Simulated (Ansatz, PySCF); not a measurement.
Species: LaClF2, charge 0, multiplicity 1. SMILES: [F][La]([F])[Cl]
Geometry: optimised at B3LYP-D3(BJ)/def2-TZVP (Ansatz, a quantum-chemistry and plane-wave program).

Property: size of the dipole moment, in D. Terms: no spin-orbit coupling; def2 sets with scalar-relativistic core potentials past Kr; LANL2DZ with its own core potentials from Na on; no dispersion term unless named; six Cartesian d functions in 6-31G* and its kin unless marked 5d. Ab initio and DFT rows: single points at B3LYP-D3(BJ) geometries (Ansatz).

```
level                                    program  size of the dipole moment (D)
---------------------------------------  -------  -----------------------------
PBE/def2-SVP                              Ansatz                           3.50
PBE/6-31G* with LANL2DZ past Ar           Ansatz                           3.81
BLYP/6-31G* with LANL2DZ past Ar          Ansatz                           3.78
B3LYP/6-31G* with LANL2DZ past Ar         Ansatz                           3.97
PBE0/6-31G* with LANL2DZ past Ar          Ansatz                           4.03
M06-2X/6-31G* with LANL2DZ past Ar (5d)    PySCF                           4.15
```

No value to compare with is used here. The 6 habitual levels span 3.50 (PBE/def2-SVP) to 4.15 D (M06-2X/6-31G* with LANL2DZ past Ar (5d)).

The levels are drawn from those run, B3LYP/6-31G* more often than the rest, none by its result; left out are runs that failed, that the program found above a lower state of the same kind, or whose <S^2> lies over 0.5 above the pure value.
